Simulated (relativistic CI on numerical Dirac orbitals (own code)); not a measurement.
**d1 to d9 in one octahedral field**

Computed with a parametric ligand-field model without spin-orbit coupling, by exact diagonalisation: B = 400, C = 1810, 10Dq = 34400 cm⁻¹ (Oh; |10Dq|/B = 86.0) for every shell. Energies in cm⁻¹; the field energy is (0.6 n_e − 0.4 n_t2) × 10Dq of the ground term; g labels are left out. So small a B with so large a field is typical of 4d and 5d ions, where spin-orbit coupling, left out here, reaches 1,000 to 4,000 cm⁻¹.

| Shell | Ground term | Electrons in e | Field energy | First spin-allowed bands | Lowest term of other spin |
| --- | --- | --- | --- | --- | --- |
| d1 | 2T2 | 0.000 | -13760 | 2E 34400 |  |
| d2 | 3T1 | 0.004 | -27384 | 3T2 33351, 3T1 38302 | 1T2 6115 |
| d3 | 4A2 | 0.000 | -41280 | 4T2 34400, 4T1 39014 | 2E 8723 |
| d4 | 3T1 | 0.007 | -54800 | 3E 32536, 3T1 32991 | 1T2 5523 |
| d5 | 2T2 | 0.014 | -68326 | 2A2 31878, 2T1 32019 | 4T1 25626 |
| d6 | 1A1 | 0.011 | -82172 | 1T1 32934, 1T2 38916 | 3T1 29183 |
| d7 | 2E | 1.007 | -61682 | 2T1 32847, 2T2 33341 | 4T1 25687 |
| d8 | 3A2 | 2.000 | -41280 | 3T2 34400, 3T1 39014 | 1E 6792 |
| d9 | 2E | 3.000 | -20640 | 2T2 34400 |  |

Low spin: d4, d5, d6, d7; the other shells keep the spin of the free ion. Only d4 to d7 can choose; the field needed to pair spins is smallest for d6 and largest for d5, which loses most exchange energy. In the strong-field picture 10Dq must exceed about 6B + 5C = 11450 (d4), 7.5B + 5C = 12050 (d5), 2.5B + 4C = 8240 (d6) and 4B + 4C = 8840 (d7); mixing of terms shifts these bounds somewhat.
